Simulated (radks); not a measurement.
Values are calculated unless marked as measured or tabulated.
Species: B. Configuration: [He] 2s2 2p1 (the NIST ground configuration).

Code: a radial shooting solver on a logarithmic mesh with Libxc functionals. Model: non-relativistic Kohn-Sham, BP86, spin-polarised, spherical densities, point nucleus; open shells are filled with parallel spins first.

Energy parts (eV):
| part | energy |
|---|---|
| total | -670.619 |
| kinetic | 667.884 |
| electron-nucleus | -1548.961 |
| Hartree | 315.316 |
| exchange-correlation | -104.859 |

Orbitals (lengths in bohr, moments of r in powers of bohr; r(max) is where P^2 peaks):
[
 {"orbital": "1s up", "occ.": "1", "eigenvalue (eV)": "-180.8128", "<r>": "0.3294", "<r^2>": "0.1475", "r(max)": "0.2105"},
 {"orbital": "1s down", "occ.": "1", "eigenvalue (eV)": "-180.5323", "<r>": "0.3288", "<r^2>": "0.1469", "r(max)": "0.2104"},
 {"orbital": "2s up", "occ.": "1", "eigenvalue (eV)": "-9.9782", "<r>": "1.940", "<r^2>": "4.533", "r(max)": "1.510"},
 {"orbital": "2s down", "occ.": "1", "eigenvalue (eV)": "-8.8286", "<r>": "1.975", "<r^2>": "4.721", "r(max)": "1.522"},
 {"orbital": "2p up", "occ.": "1", "eigenvalue (eV)": "-4.0899", "<r>": "2.243", "<r^2>": "6.467", "r(max)": "1.565"},
 {"orbital": "2p down", "occ.": "0", "eigenvalue (eV)": "-3.0478", "<r>": "2.381", "<r^2>": "7.421", "r(max)": "1.602"}
]

The highest occupied level is 2p up at -4.090 eV. The spin density at the nucleus is -0.01575 e/bohr^3 (1s -0.07488, 2s 0.05914), a Fermi contact field of -0.826 T. Summed over all electrons, <r^2> = 16.01 bohr^2, which gives a Langevin (diamagnetic) susceptibility term of -12.7 x 10^-6 cm^3/mol. The density falls to 0.001 e/bohr^3 at r = 3.90 bohr. Spin moment in Bohr magnetons: 1.
